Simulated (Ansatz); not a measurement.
`O=C=[N][AlH2]`, relaxed with RKS PBE-D4/def2-SVP in Ansatz 0.2.0 from a rough embedded geometry. The force threshold is 0.03 eV/Å; the program also tests the step.

The species carries charge 0 and has multiplicity 1.

Start:

```xyz
6

O     0.550   -2.106    1.692
C     0.759   -1.185    0.817
N     1.007   -0.267   -0.064
Al   -0.370    0.874   -0.591
H    -0.056    2.007   -1.737
H    -1.890    0.677   -0.116
```

```tsv
step	energy (eV)	largest force (eV/Å)	largest move (Å)
1	-11189.2693	5.977	0.000
2	-11189.9349	1.474	0.124
3	-11189.9894	0.598	0.051
4	-11190.0267	0.484	0.094
5	-11190.0803	0.782	0.196
6	-11190.1335	0.363	0.200
7 (rejected)	-11190.1298	1.103	0.191
8	-11190.1552	0.146	0.096
9	-11190.1695	0.118	0.100
10	-11190.1785	0.015	0.123
11 (rejected)	-11190.1773	0.295	0.078
12	-11190.1790	0.072	0.038
13	-11190.1793	0.004	0.012
```

End:

```xyz
6

O     1.327   -2.140    1.506
C     0.794   -1.277    0.899
N     0.247   -0.391    0.274
Al   -0.567    0.914   -0.643
H     0.327    1.786   -1.627
H    -2.128    1.109   -0.409
```

It took 15 s on 2 threads of a server CPU on a shared host, with 0.16 GiB of host memory at the peak.
